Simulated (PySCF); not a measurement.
Isomers of C8H6FN, one GFN2-xTB conformer each. Single-point energies are computed at PBE0/pcSseg-1 (PySCF, gas phase, no added dispersion term), electronic only.

```csv
SMILES,GFN2-xTB relative energy (kJ/mol)
N#CCc1cccc(F)c1,115.6
Fc1ccc2ccccn12,0.0
N#CCc1ccc(F)cc1,115.8
C#Cc1c(N)cccc1F,193.2
```

Conformers: `[N:1]#[C:2][CH2:3][c:4]1[cH:5][cH:6][cH:7][c:8]([F:9])[cH:10]1` with C2–C3–C4–C5 85°; `[N:1]#[C:2][CH2:3][c:4]1[cH:5][cH:6][c:7]([F:8])[cH:9][cH:10]1` with C2–C3–C4–C5 89°.

Question: What does PBE0/pcSseg-1 give for the same structures?

Answer: 
```json
{"SMILES": "N#CCc1cccc(F)c1", "PBE0/pcSseg-1 E (Eh)": "-462.46055", "PBE0/pcSseg-1 (kJ/mol)": "0.0", "GFN2-xTB (kJ/mol)": "115.6", "point group": "C1"}
{"SMILES": "Fc1ccc2ccccn12", "PBE0/pcSseg-1 E (Eh)": "-462.46048", "PBE0/pcSseg-1 (kJ/mol)": "0.2", "GFN2-xTB (kJ/mol)": "0.0", "point group": "Cs"}
{"SMILES": "N#CCc1ccc(F)cc1", "PBE0/pcSseg-1 E (Eh)": "-462.46039", "PBE0/pcSseg-1 (kJ/mol)": "0.4", "GFN2-xTB (kJ/mol)": "115.8", "point group": "Cs"}
{"SMILES": "C#Cc1c(N)cccc1F", "PBE0/pcSseg-1 E (Eh)": "-462.41619", "PBE0/pcSseg-1 (kJ/mol)": "116.5", "GFN2-xTB (kJ/mol)": "193.2", "point group": "near Cs"}
```

GFN2-xTB puts Fc1ccc2ccccn12 lowest instead; measured from each level's own lowest isomer, the values differ by up to 115.6 kJ/mol (N#CCc1cccc(F)c1: 115.6 against 0.0). As drawn, the lowest has a C≡N group, which the highest lacks; the highest has a C≡C bond and an N–H bond, which the lowest lacks. Neighbours under 10 kJ/mol apart (N#CCc1cccc(F)c1 and Fc1ccc2ccccn12; Fc1ccc2ccccn12 and N#CCc1ccc(F)cc1) can change places with a better method, another conformer or zero-point energy.

Question: Which frontier levels, dipoles and rotational constants go with these structures?

Answer: 
```
         SMILES  HOMO (eV, PBE0/pcSseg-1)  LUMO (eV)  dipole (D)       A, B, C (MHz)
N#CCc1cccc(F)c1                     -7.62      -0.98        3.78  2598, 845.5, 717.1
 Fc1ccc2ccccn12                     -5.57      -0.92        1.27   2694, 1339, 894.6
N#CCc1ccc(F)cc1                     -7.56      -0.96        3.55  3610, 718.1, 680.3
C#Cc1c(N)cccc1F                     -6.20      -0.90        3.05   1794, 1505, 818.7
```
